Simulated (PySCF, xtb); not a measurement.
H5O3SSiTa, SMILES [Ta]([O][SiH3])([OH])([OH])=[S], multiplicity 1.

GFN2-xTB run with xtb at its own geometry gives an orbital gap of 2.36 eV and a dipole moment of 6.52 D.

Coordinates come from a B3LYP-D3(BJ)/def2-SVP optimisation. The spin state was assumed, not searched. The def2 effective core potentials stand for the cores of Ta; spin–orbit coupling is left out. One conformer was computed; it need not be the lowest.

Question: What does HF/def2-TZVP run with PySCF give? (Estimate from the structure and the level; the computed values follow.)

Answer: gap 11.95 eV (levels -9.87 and 2.08 eV), dipole 1.98 D.
